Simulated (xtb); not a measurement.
C₆H₁₀, SMILES CC=C=CCC. All values are semi-empirical tight-binding results from xtb (GFN2-xTB unless named), good for trends rather than for accurate numbers. The structure is a stationary point at GFN2-xTB. The structure was generated by enumeration; whether it is a known compound was not checked. The values are those of a single conformer.

Optimised geometry:

Bond lengths (Å): C1–C2 1.500, C1–H7 1.087, C1–H8 1.090, C1–H9 1.090, C2–C3 1.297, C2–H10 1.084, C3–C4 1.297, C4–C5 1.504, C4–H11 1.084, C5–C6 1.527, C5–H12 1.094, C5–H13 1.091, C6–H14 1.088, C6–H15 1.088, C6–H16 1.088. Angles (°): C2–C1–H7 110.8, C2–C1–H8 110.1, C2–C1–H9 110.0, H7–C1–H8 108.9, H7–C1–H9 108.9, H8–C1–H9 107.9, C1–C2–C3 124.4, C1–C2–H10 115.7, C3–C2–H10 119.9, C2–C3–C4 178.9, C3–C4–C5 124.3, C3–C4–H11 120.2, C5–C4–H11 115.6, C4–C5–C6 111.0, C4–C5–H12 108.9, C4–C5–H13 109.6, C6–C5–H12 109.2, C6–C5–H13 109.9, H12–C5–H13 108.2, C5–C6–H14 110.4, C5–C6–H15 110.5, C5–C6–H16 110.6, H14–C6–H15 108.5, H14–C6–H16 108.4, H15–C6–H16 108.5.
Charge 0, spin multiplicity 1.

- orbital gap: 5.35 eV
- dipole moment: 0.23 D
- zero-point energy: 87.0 kcal/mol
- G − E(el) at 298.15 K (modified RRHO): 66.9 kcal/mol
- static polarisability (D4 model): 71.6 bohr³
- solvation energy, GFN2-xTB/ALPB(water): -0.7 kcal/mol
- solvation energy, GFN2-xTB/ALPB(ether): -5.5 kcal/mol

Problem. Give the IR lines (harmonic; lines under 4 % of the strongest left out, lines within 3 cm⁻¹ merged). (An estimate is asked for; the answer gives what the named calculation found.)

Solution. ν (cm⁻¹): 704 (w), 815 (w), 863 (w), 895 (w), 961 (m), 1255 (w), 2093 (m), 2944 (m), 2988 (w), 2994 (m), 3008 (m), 3015 (s), 3029 (vs), 3036 (m), 3047 (m) (against the strongest line: vs over 80 %, s over 45 %, m over 15 %, w over 4 %, vw less)

Computed atomic charges and the Wiberg bond orders between heavy atoms:
charges (e) C1 -0.09, C2 -0.04, C3 -0.04, C4 -0.05, C5 -0.04, C6 -0.10, H7 0.04, H8 0.04, H9 0.04, H10 0.04, H11 0.04, H12 0.03, H13 0.03, H14 0.03, H15 0.03, H16 0.03. Bond orders C1–C2 1.01, C2–C3 1.93, C3–C4 1.94, C4–C5 0.99, C5–C6 1.01.
